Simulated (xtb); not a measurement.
Harmonic IR lines of one isomer of C2H4Si, unscaled. All values below come from GFN2-xTB (xtb 6.7.1).

wavenumber (cm⁻¹): 623 (s), 668 (s), 678 (w), 1008 (m), 1032 (m), 1071 (m), 3022 (s), 3030 (m), 3045 (vs)

**Question.** Say which structure gives these lines.
A) `C#C[SiH3]`
B) `C1=C[SiH2]1`
C) `C1C[Si]1`
D) `C=C=[SiH2]`

**Answer.** C, `C1C[Si]1`
